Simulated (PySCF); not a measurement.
# Spin states and ions at one geometry of ReOF3

PySCF 2.14.0, RKS PBE, Re def2-SVP with ECP60, O def2-SVP, F def2-SVP; non-relativistic Hamiltonian with scalar-relativistic core potentials where named; density fitting; no spin-orbit coupling; singlets restricted, open shells unrestricted. The geometry is relaxed for charge 0, singlet, vacuum:

```xyz
5

Re    0.0470    0.0000   -0.0377
O     1.6818    0.0000   -0.4853
F    -0.0829    1.7697    0.4469
F    -1.7883    0.0000   -0.4642
F    -0.0829   -1.7697    0.4469
```

Energies count from the relaxed state; an electron taken off or put on is at rest in vacuum. Charges and spins are Mulliken's.

| state | energy (eV) | spin squared | charge on Re1 (e) | spin on Re1 (e) | dipole about the centre of mass (D) |
| --- | --- | --- | --- | --- | --- |
| charge 0, singlet, vacuum | 0.00 | 0.00 | 0.97 | 0.00 | 0.06 |
| charge 0, triplet, vacuum | 0.27 | 2.01 | 1.07 | 1.81 | 0.34 |
| charge +1, doublet, vacuum | 9.96 | 0.75 | 1.46 | 0.94 | 0.57 |
| charge -1, doublet, vacuum | -1.99 | 0.76 | 0.42 | 0.89 | 0.32 |

Question: What does the state charge 0, quintet, vacuum give?

Answer: energy (eV) 5.10, spin squared 6.01, charge on Re1 (e) 0.92, spin on Re1 (e) 2.56, dipole about the centre of mass (D) 1.15.

With an electron taken off (doublet) the charges change, summed by element, by Re +0.50 e, O +0.17 e, F +0.34 e. The vertical ionisation energy is 9.96 eV, against −ε(HOMO) = 6.38 eV of the relaxed state. The level lies 3.6 eV too high, as is usual for semilocal functionals and global hybrids, which keep a self-interaction error.

With an electron put on (doublet) the charges change, summed by element, by Re -0.54 e, O -0.14 e, F -0.32 e. The vertical electron affinity is 1.99 eV, against −ε(LUMO) = 5.60 eV of the relaxed state. The basis has no diffuse functions, which an added electron needs. The added electron's level lies above zero.

Open shells may have lower solutions than those found. A restricted singlet can lie too high where a spin-broken solution exists, which wasn't tested: charge 0, singlet, vacuum.

The gap of the closed shell is small, and it wasn't tested for a lower spin-broken solution at this geometry.
